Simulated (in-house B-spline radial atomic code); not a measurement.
Whole-atom quantities along the 18-electron series, configuration [Ne] 3s2 3p6. Computed with an all-electron radial atomic-structure program (B-spline basis): non-relativistic Hartree-Fock, average of the configuration, point nuclei.

This level leaves out relativity, spin-orbit splitting included, which matters for heavy ions.

| ion | Z | E/Z² (Eh) | Σ<r²> (bohr²) | n(0)/Z³ (bohr⁻³) | Lamb diamagnetic shielding (ppm) | repulsion over attraction |
| --- | --- | --- | --- | --- | --- | --- |
| Zr22+ | 40 | -2.0302 | 1.7623 | 0.69777 | 3151.53 | 0.085198 |
| Nb23+ | 41 | -2.0395 | 1.6546 | 0.69868 | 3238.34 | 0.083308 |
| Mo24+ | 42 | -2.0483 | 1.5565 | 0.69956 | 3325.15 | 0.081498 |
| Tc25+ | 43 | ? | ? | ? | ? | ? |
| Ru26+ | 44 | -2.0649 | 1.3849 | 0.70121 | 3498.75 | 0.078099 |
| Rh27+ | 45 | -2.0727 | 1.3097 | 0.70199 | 3585.55 | 0.076501 |
| Pd28+ | 46 | -2.0802 | 1.2405 | 0.70274 | 3672.35 | 0.074966 |
| Ag29+ | 47 | -2.0874 | 1.1766 | 0.70345 | 3759.15 | 0.07349 |
| Cd30+ | 48 | -2.0943 | 1.1176 | 0.70414 | 3845.95 | 0.07207 |
| In31+ | 49 | ? | ? | ? | ? | ? |
| Sn32+ | 50 | -2.1073 | 1.0122 | 0.70545 | 4019.54 | 0.069386 |
| Sb33+ | 51 | ? | ? | ? | ? | ? |
| Te34+ | 52 | -2.1195 | 0.92111 | 0.70666 | 4193.12 | 0.066891 |
| I35+ | 53 | -2.1252 | 0.88013 | 0.70724 | 4279.92 | 0.065709 |
| Xe36+ | 54 | -2.1308 | 0.84184 | 0.70779 | 4366.71 | 0.064568 |
| Cs37+ | 55 | -2.1361 | 0.806 | 0.70833 | 4453.5 | 0.063465 |
| Ba38+ | 56 | -2.1413 | 0.77242 | 0.70885 | 4540.29 | 0.062398 |
| La39+ | 57 | -2.1463 | 0.74089 | 0.70935 | 4627.08 | 0.061367 |
| Ce40+ | 58 | -2.1511 | 0.71127 | 0.70984 | 4713.86 | 0.060368 |
| Pr41+ | 59 | -2.1558 | 0.6834 | 0.71031 | 4800.65 | 0.059401 |
| Nd42+ | 60 | -2.1604 | 0.65713 | 0.71077 | 4887.44 | 0.058465 |
| Pm43+ | 61 | -2.1648 | 0.63236 | 0.71121 | 4974.23 | 0.057557 |
| Sm44+ | 62 | -2.169 | 0.60897 | 0.71164 | 5061.01 | 0.056676 |

(1) Fill in the row of Tc25+.

(2) Fill in the row of In31+.

(3) Fill in the row of Sb33+.

(4) With what power of Z does the column «Σ<r²> (bohr²)» change over this range?

## Answers

(1) E/Z² (Eh): -2.0568; Σ<r²> (bohr²): 1.4669; n(0)/Z³ (bohr⁻³): 0.70041; Lamb diamagnetic shielding (ppm): 3411.95; repulsion over attraction: 0.079763.

(2) E/Z² (Eh): -2.1009; Σ<r²> (bohr²): 1.0629; n(0)/Z³ (bohr⁻³): 0.70481; Lamb diamagnetic shielding (ppm): 3932.74; repulsion over attraction: 0.070703.

(3) E/Z² (Eh): -2.1135; Σ<r²> (bohr²): 0.96503; n(0)/Z³ (bohr⁻³): 0.70607; Lamb diamagnetic shielding (ppm): 4106.33; repulsion over attraction: 0.068116.

(4) A fit of the logarithm of its size against log Z from Z = 40 to 62 has slope -2.42. Unscreened non-relativistic hydrogenic orbitals would give -2.
